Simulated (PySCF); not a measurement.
# Working out the excitation energy of C⁺

C⁺ [He] 2s2 2p1 (2P) → C⁺ [He] 2s1 2p1 3s1 (4P). All numbers are calculated (PySCF 2.14, the non-relativistic Hamiltonian (point nucleus), in aug-cc-pwCVDZ). Frozen: nothing. Energies in hartree (1 hartree = 27.21139 eV):

| part | C⁺ (lower) | C⁺ (upper) |
| --- | --- | --- |
| UHF | -37.290765 | -36.595934 |
| MP2 opposite-spin | -0.066682 | -0.025071 |
| MP2 same-spin | -0.004814 | -0.007318 |

Task: What does Hartree-Fock give?

Result: (-36.595934) − (-37.290765) = 0.694831 hartree = 18.907 eV.

Task: What do MP2 and SCS-MP2 (6/5 opposite-spin, 1/3 same-spin) give?

Result: The opposite-spin parts differ by 1.132 eV and the same-spin parts by -0.068 eV. MP2: 18.907 + (1.132) + (-0.068) = 19.971 eV. SCS-MP2: 18.907 + 1.2 × (1.132) + (-0.068)/3 = 20.243 eV.

A double-zeta basis recovers only part of the correlation energy.
